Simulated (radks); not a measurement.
All-electron atom: Pm29+ in [Ar] 3d10 4s2 4p2. Calculated with a radial shooting solver on a logarithmic mesh with Libxc functionals: non-relativistic Kohn-Sham, TPSS, spin-polarised, spherical densities, point nucleus; open shells are filled with parallel spins first (spin-orbit coupling, left out, can overturn this in heavy ions); meta-GGA in the generalised Kohn-Sham scheme; relativity is left out, which matters for an element this heavy.

Unscreened Slater integrals over Kohn-Sham orbitals (cm^-1). They are taken over the spin-up orbitals.

F0(4p,4p): 355800
F2(4p,4p): 186960
F0(4p,4s): 355910
G1(4p,4s): 241510
F0(4p,3d): 452110
F2(4p,3d): 127030
G1(4p,3d): 41541
G3(4p,3d): 41662
F0(4p,3p): 443190
F2(4p,3p): 137550
G0(4p,3p): 36539
G2(4p,3p): 44495
F0(4s,4s): 356190
F0(4s,3d): 450220
G2(4s,3d): 40198
F0(4s,3p): 441650
G1(4s,3p): 43976
F0(3d,3d): 857550
F2(3d,3d): 437190
F4(3d,3d): 281290
F0(3d,3p): 793970
F2(3d,3p): 382020
G1(3d,3p): 414920
G3(3d,3p): 274360
F0(3p,3p): 755550
F2(3p,3p): 382060

Derived for the open shells (J is the average intra-shell exchange parameter used in DFT+U). 4p: J = F2/5 = 37390 cm^-1.
